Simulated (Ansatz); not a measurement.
Two isomers of C2H7BO2: A = `CCOBO`, B = `BCOCO`.

Program: Ansatz. Geometries: PBE0-D4/def2-TZVP. ΔE: electronic, gas phase. CBS: MP2 limit from def2 TZ/QZ plus the TZ coupled-cluster correction, frozen cores. DFT in def2-TZVPP. B3LYP here is the variant with VWN-RPA as its local correlation; programs differ in this. One conformer a species, not always the lowest.

Question: Which is lower in electronic energy at CCSD(T)/CBS, and by how much? (Best estimate.)

Answer: Ansatz gave: A, by 91.6 kcal/mol.

Question: Give E(B) − E(A) in kcal/mol with r2SCAN-D4, B3LYP, ωB97M-V, CCSD(T)/def2-TZVPP, B3LYP-D4, PBE0-D4, PBE-D4. (Estimate.)

Answer: Ansatz gave: r2SCAN-D4 90.9, B3LYP 90.6, ωB97M-V 90.5, CCSD(T)/def2-TZVPP 91.3, B3LYP-D4 90.5, PBE0-D4 89.7, PBE-D4 88.5. None reverses the order clearly.

Largest T1 diagnostic: 0.012.

From PBE to PBE0 (25 % exact exchange), in def2-TZVPP and without D4, E(B) − E(A) moves by +1.1 kcal/mol.
